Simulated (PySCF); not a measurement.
SMILES [SiH2]([SiH2]C#N)C(=O)C, singlet, GFN2-xTB optimised geometry. Atoms within 1.6 Å of the plane z = 0.0 Å (x, y, z in Å): C1 (3.02, -1.08, 0.00), C2 (1.52, -1.08, 0.00), O3 (0.87, -2.10, 0.00), Si4 (0.55, 0.59, 0.00), Si5 (-1.60, -0.27, -0.18), C6 (-2.74, 1.19, -0.45), N7 (-3.42, 2.10, -0.62), H8 (3.42, -2.09, 0.01), H9 (3.37, -0.52, 0.87), H10 (3.37, -0.55, -0.89), H11 (1.08, 1.41, -1.09), H12 (0.90, 1.28, 1.24), H13 (-2.13, -0.90, 1.03), H14 (-1.85, -1.11, -1.35).

Method: CAM-B3LYP/def2-TZVP (PySCF 2.14.0). Cells within 0.4 Å of a nucleus heavier than hydrogen are left out (blank, or x).

Map of the log10 of the electron density (e/bohr³), floored at −4 on the plane z = 0.0 Å:

```
|00000000000000000000000000000|
|00000000000000000000000000000|
|00000000000000000000000000000|
|00000000000000000000000000000|
|00012221100000000000000000000|
|00123333210000000000000000000|
|01345554321000011100000000000|
|02356766532111222221000000000|
|12467877643222344432100000000|
|12467887654334455543210000000|
|02456788765445566654310000000|
|02346788876556677764321110000|
|012456788766678xx765333321000|
|001345677777778xx765444442100|
|0012345679x877778776566654210|
|0001234679x977677887778764310|
|000013456787665678x88xx865310|
|00001245666655568xx98xx865310|
|00000134555545689988788875310|
|0000012344434579xx87678875310|
|0000001222223579x986567764310|
|00000000111124678865445553200|
|00000000000013456654333332100|
|00000000000001234432212210000|
|00000000000000112221000000000|
|00000000000000000000000000000|
|00000000000000000000000000000|
|00000000000000000000000000000|
|00000000000000000000000000000|
```
Scale: ten equal steps from -4.00 (start of '0') to -0.124 (end of '9'), in the order '0123456789'; x runs from -5.50 to 5.50, y from -5.50 (bottom) to 5.50 (top).
